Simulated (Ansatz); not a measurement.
C₃H₁₀OSi (`COCC[SiH3]`), relaxed with RKS PBE-D4/def2-SVP in Ansatz from a rough embedded geometry. The force threshold is 0.03 eV/Å; the program also tests the step.

Charge 0, multiplicity 1.

Start:

```xyz
15

C     1.844    0.027    1.889
O     0.528   -0.168    1.527
C     0.326    0.088    0.152
C    -1.131   -0.257   -0.264
Si   -1.622    0.017   -1.975
H     2.150    1.138    1.714
H     2.560   -0.597    1.353
H     1.970   -0.114    2.941
H     0.619    1.085   -0.103
H     1.012   -0.610   -0.443
H    -1.750    0.390    0.456
H    -1.342   -1.277    0.092
H    -1.342    1.463   -2.352
H    -3.020   -0.295   -2.153
H    -0.802   -0.889   -2.833
```

Problem. By how much does the energy fall, and how many steps does the optimiser take? (Best estimate.)

Solution. Computed: 36.61 kJ/mol, in 5 steps, 1 of them rejected.

Problem. Which bonds change most? (An estimate is asked.)

Solution. Computed: C4–Si5 from 1.801 to 1.898 Å; Si5–H14 from 1.443 to 1.505 Å; C3–H9 from 1.069 to 1.122 Å; C1–H6 from 1.165 to 1.119 Å.

Problem. Give the relaxed structure. (An estimate is asked.)

Solution. Ansatz gave: 
```xyz
15

C     1.879    0.067    1.914
O     0.551   -0.176    1.525
C     0.333    0.046    0.146
C    -1.126   -0.245   -0.178
Si   -1.611    0.022   -1.993
H     2.191    1.124    1.723
H     2.607   -0.597    1.383
H     1.955   -0.129    3.002
H     0.592    1.103   -0.124
H     1.009   -0.606   -0.466
H    -1.776    0.396    0.456
H    -1.361   -1.295    0.099
H    -1.368    1.451   -2.405
H    -3.070   -0.290   -2.180
H    -0.807   -0.871   -2.902
```
